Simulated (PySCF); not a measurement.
A PySCF script (with the pyscf-properties extension) for the NMR shieldings of `C[C@@H]1[SiH2]C[Si@H]1[C@@H](F)Cl`, C4H10ClFSi2, on a GFN2-xTB geometry:

```python
import basis_set_exchange as bse
import numpy as np
from pyscf import gto, dft
from pyscf.prop import nmr

atoms = """
C    -1.638673    1.506625    0.586886
C    -0.633883    0.733215   -0.261250
Si   -1.262346   -0.960624   -0.957648
C     0.026442   -1.826067    0.184895
Si    0.768355   -0.143628    0.712063
C     2.466006    0.123441   -0.166317
F     2.373610   -0.176791   -1.495936
Cl    2.928094    1.838002   -0.014236
H    -1.175398    2.381429    1.040290
H    -2.030835    0.880781    1.386024
H    -2.476942    1.843429   -0.020939
H    -0.262782    1.404186   -1.037809
H    -1.032058   -1.157109   -2.387134
H    -2.654102   -1.259229   -0.613677
H    -0.421587   -2.380753    1.003694
H     0.707510   -2.505631   -0.318800
H     1.009065    0.166727    2.122234
H     3.300766   -0.461683    0.226005
"""
names = dict.fromkeys(["C", "Si", "F", "Cl", "H"], "pcSseg-1")
basis = {el: gto.basis.parse(bse.get_basis(n, elements=[el], fmt="nwchem")) for el, n in names.items()}
mol = gto.M(atom=atoms, basis=basis, charge=0, verbose=0)
mf = dft.RKS(mol, xc="PBE0")
mf.grids.level = 2
mf.grids.alignment = dft.numint.BLKSIZE   # the property module wants whole blocks of grid points
mf.conv_tol = 1e-9
mf.kernel()

calc = nmr.RKS(mf)   # GIAO
C = mf.mo_coeff
Co = C[:, mf.mo_occ > 0]
resp = mf.gen_response(singlet=True, hermi=2)
def vind(x):   # induced exchange potential for any number of trial vectors
    d = np.einsum("pi,xij,qj->xpq", C, 2 * x.reshape(-1, C.shape[1], Co.shape[1]), Co, optimize=True)
    return np.einsum("xpq,pi,qj->xij", resp(d - d.transpose(0, 2, 1)), C, Co, optimize=True).ravel()
mo1, _ = nmr.rhf.solve_mo1(calc, with_cphf=vind)
sigma = calc.kernel(mo1)
for i, s in enumerate(sigma):   # ppm
    print("%2d %-2s %9.2f" % (i, mol.atom_pure_symbol(i), np.trace(s) / 3))
```

Q: What are the results?

A: 
```
 0 C     171.68
 1 C     172.62
 2 Si    378.65
 3 C     192.71
 4 Si    351.03
 5 C      79.67
 6 F     366.19
 7 Cl    755.41
 8 H      30.21
 9 H      30.36
10 H      30.24
11 H      29.91
12 H      26.90
13 H      27.18
14 H      31.09
15 H      31.17
16 H      27.00
17 H      25.12
```

These numbers come from an equivalent density-fitted implementation of the same equations, which agrees with the script to about 0.01 ppm for H and up to a few tenths of a ppm for heavy atoms, so last digits may differ.

Size and cost of the density-fitted run: 207 basis functions, 70 s wall time on 1 thread of an Arm Neoverse N1, shared host; peak memory 0.86 GiB.
